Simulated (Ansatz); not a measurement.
Potential energy curve for C2, singlet.

Methods: RHF/cc-pVDZ (Ansatz, a program for electronic structure); RKS-PBE0 = restricted PBE0/cc-pVDZ (Ansatz); RKS-CAM-B3LYP = restricted CAM-B3LYP/cc-pVDZ (Ansatz); RKS-PBE = restricted PBE/cc-pVDZ run with Ansatz; FCI = full CI/cc-pVDZ, frozen core (Ansatz).

All curves are set to zero at 1.27 Å and compared with full CI in the same basis at 1.27, 1.33, 1.40, 1.43, 1.49, 1.52, 1.58, 1.65, 1.70, 1.80, 1.90, 2.05, 2.20, 2.45, 2.70, 2.97 Å.

Order the methods by the spread of their error (largest minus smallest) over these points.

RHF has the smallest spread and RKS-CAM-B3LYP the largest. In order (kJ/mol): RHF 180.99, RKS-PBE 188.33, RKS-PBE0 293.58, RKS-CAM-B3LYP 308.15.

Errors against full CI at some of the points (kJ/mol):

```csv
method,1.58 Å,1.90 Å,2.45 Å,2.97 Å
RHF,-111.3,-17.9,69.7,59.8
RKS-PBE,-1.0,-2.9,73.5,176.3
RKS-PBE0,-41.3,-16.2,107.2,243.1
RKS-CAM-B3LYP,-72.2,-34.0,113.6,229.7
```

The scan ran from 1.10 to 5.21 Å; beyond the distances shown full CI changes its symmetry label. The restricted form behind RHF, RKS-PBE0, RKS-CAM-B3LYP, RKS-PBE keeps the bonding electrons paired and can't separate into open-shell fragments. Also computed but left out beside FCI, since their determinant holds another spin at the minimum (<S²> over 0.7 above the pure value): UHF, UKS-PBE0, UKS-CAM-B3LYP, UKS-PBE, UKS-B3LYP/6-31G*, UKS-M06-2X/6-31G*, UKS-BP86/6-31G*, UHF/6-31G*.
